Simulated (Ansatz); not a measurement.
GeH$_{4}$NO (`[NH2][GeH2][O]`) radical. The species carries charge 0 and has multiplicity 2.

Z-matrix (Å, degrees):
```
Ge
O 1 1.793
N 1 1.817 2 110.0
H 1 1.543 2 99.3 3 -121.8
H 1 1.535 2 110.1 3 118.1
H 3 1.008 1 116.8 2 143.4
H 3 1.008 1 118.3 2 -80.2
```

Q: What are the harmonic wavenumbers in cm⁻¹ at PBE0-D4/def2-TZVP (Ansatz, finite differences of forces, unscaled)? (An estimate is asked.)

A: The calculation gave: 122, 242, 379, 457, 588, 678, 722, 763, 832, 907, 1574, 2122, 2171, 3593, 3696.

Q: Is this a minimum?

A: Yes, all 15 modes are real.

Q: Give the ideal-gas thermochemistry at 298.15 K and 1 bar (rigid rotor, harmonic oscillator; point group C1, symmetry number 1).

A: Zero-point energy 112.7 kJ/mol; H(298) − E = 128.9 kJ/mol; entropy 307.8 J/(mol·K), of which translation 167.1, rotation 100.1, vibration 34.8, electronic 5.8; G(298) − E = 37.1 kJ/mol.

Q: And at 400, 500, 600, 800 and 1000 K?

A: 
```json
{"T (K)": "400", "H − E (kJ/mol)": "137.7", "S (J/mol/K)": "333.2", "G − E (kJ/mol)": "4.5"}
{"T (K)": "500", "H − E (kJ/mol)": "147.5", "S (J/mol/K)": "354.9", "G − E (kJ/mol)": "-30.0"}
{"T (K)": "600", "H − E (kJ/mol)": "158.0", "S (J/mol/K)": "374.1", "G − E (kJ/mol)": "-66.4"}
{"T (K)": "800", "H − E (kJ/mol)": "180.9", "S (J/mol/K)": "407.0", "G − E (kJ/mol)": "-144.7"}
{"T (K)": "1000", "H − E (kJ/mol)": "205.6", "S (J/mol/K)": "434.5", "G − E (kJ/mol)": "-228.9"}
```
